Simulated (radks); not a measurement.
Problem. The iodine anion I-, [Xe], held by a Watson sphere: a shell of charge +1 at radius R that stands for the Madelung well of a crystal (potential energy -1/R inside, -1/r outside, in hartree with lengths in bohr). All-electron calculation, scalar-relativistic Kohn-Sham, PBE, spin-polarised, spherical densities, finite nucleus; Fermi nuclear charge, rms radius of each element as measured or else 0.836 A^(1/3) + 0.57 fm. Program: a radial shooting solver on a logarithmic mesh with Libxc functionals. Response by self-consistent Sternheimer equations with the Hartree and adiabatic LDA kernel, the relativistic mass of each level held fixed and spin-orbit coupling left out. The sphere does not respond.

R (bohr)  e(4d) (eV)  e(5s) (eV)  e(5p) (eV)  <r> 5p (bohr)  sum of <r^2> (bohr^2)  X-ray form factor at sin(theta)/lambda = 0.3 1/angstrom  alpha (bohr^3)
2.4          -49.717     -17.863      -7.717          2.466                  68.45                                                   36.594           35.48
2.51         -49.594     -17.710      -7.625          2.481                  69.00                                                   36.598           36.46
3.3          -48.896     -16.700      -6.843          2.569                  72.57                                                   36.630           44.59
4.01         -48.296     -15.921      -6.109          2.622                  74.91                                                   36.647           52.41
4.33         -48.028     -15.607      -5.798          2.640                  75.72                                                   36.651           55.80
4.79         -47.658     -15.194      -5.384          2.659                  76.66                                                   36.654           60.36
4.96         -47.527     -15.052      -5.240          2.664                  76.95                                                   36.655           61.93
5.54         -47.108     -14.608      -4.792          2.679                  77.75                                                   36.656           66.82

Estimate the row for R = 2.63 bohr.

Solution. e(4d) (eV) -49.474; e(5s) (eV) -17.546; e(5p) (eV) -7.518; <r> 5p (bohr) 2.496; sum of <r^2> (bohr^2) 69.60; X-ray form factor at sin(theta)/lambda = 0.3 1/angstrom 36.602; alpha (bohr^3) 37.58.
